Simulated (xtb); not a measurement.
Si(H)2(OH)(OSiH3) (H6O2Si2), SMILES O([SiH3])[SiH2]O. All values are semi-empirical tight-binding results from xtb (GFN2-xTB unless named), good for trends rather than for accurate numbers. Coordinates come from a GFN2-xTB optimisation. Other conformers were not sampled.

Optimised geometry:

```xyz
10

Si     1.0749     0.2150    -0.5785
O      2.2477    -0.2189     0.4486
O     -0.3649    -0.0971     0.1044
Si    -1.9673    -0.0318     0.3000
H      1.1125    -0.5700    -1.8086
H      1.2617     1.6466    -0.7271
H      2.2142    -1.0411     0.9298
H     -2.3577     1.3705     0.4317
H     -2.2082    -0.7986     1.5207
H     -2.5911    -0.6451    -0.8722
```
Charge 0, spin multiplicity 1.

A frequency run showed that this geometry is not a minimum.

Computed properties:
| Quantity | Result |
|---|---|
| orbital gap | 6.04 eV |
| dipole moment | 1.12 D |
| static polarisability (D4 model) | 70.7 bohr³ |
| solvation energy, GFN2-xTB/ALPB(water) | -2.5 kcal/mol |
| solvation energy, GFN2-xTB/ALPB(ether) | -4.8 kcal/mol |

Computed atomic charges and the Wiberg bond orders between heavy atoms:
charges (e) Si1 0.57, O2 -0.47, O3 -0.46, Si4 0.51, H5 -0.09, H6 -0.08, H7 0.31, H8 -0.10, H9 -0.09, H10 -0.10. Bond orders Si1–O2 1.19, Si1–O3 1.06, O3–Si4 1.11.
